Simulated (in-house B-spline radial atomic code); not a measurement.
# RPA and G0W0 on LDA exchange-only: the cadmium ion Cd⁷⁺

Configuration [Kr] 4d5, highest spin, mean-field start LDA exchange-only. Computed with a B-spline radial code for spherical atoms: all electrons, non-relativistic, point nucleus, each spin shell either full or empty, empty states to l = 9 with an (l + 1/2)⁻⁴ tail; G0W0 by contour deformation at full frequency.

Without relativity these are model numbers: it shifts the levels of so heavy an element strongly and can reorder them.

Command:
```bash
python run_gw.py task.json out
```
Settings (radii: box in bohr, nucleus in fm):
```
Z                        48
electrons                41
configuration            [Kr] 4d5
hamiltonian              nr
method                   lda,
lmax                     9
spin_polarised           True
box_radius               8.41
intervals                51
```

Cost of the run: 2.4 s on 1 thread of Arm Neoverse V2 (shared host).

Energies (hartree):

```tsv
term	value
mean-field total	-5444.07186
Hartree-Fock functional on these orbitals	-5451.42994
direct second order	-3.4987
second-order exchange	0.99864
SOSEX correction	0.939
```

Task: What is the RPA correlation energy, and what remains with SOSEX?

Result: RPA gives -3.1346 hartree (-2.08 eV per electron); RPA + SOSEX gives -2.1956, and the second-order doubles -2.5 hartree (no singles). SOSEX takes back 30 % of the RPA value.

Quasi-particle levels (eV):

```tsv
level	occupied	mean field	Σx - vxc	Σc	QP weight	G0W0
4d up	yes	-120.66	-12.55	?	?	?
4p down	yes	-172.01	-13.36	-0.25	0.953	-185.62
4d down	no	-114.77	10.77	-4.04	0.965	-108.03
```

G0W0 = mean field + (Σx - vxc) + Σc, with Σc (partial-wave tail included) taken at the quasi-particle energy. Only the outer levels were computed. Levels of low weight are left out.

Task: Where does G0W0 put 4d up?

Result: At -133.13 eV, with Σc = 0.07 eV and a quasi-particle weight of 0.963. The tabulated removal energy is 130.1 ± 2.1 eV (NIST, tabulated theory); the calculation leaves out relativity, Breit and QED terms, and what these don't explain is the method's own error.
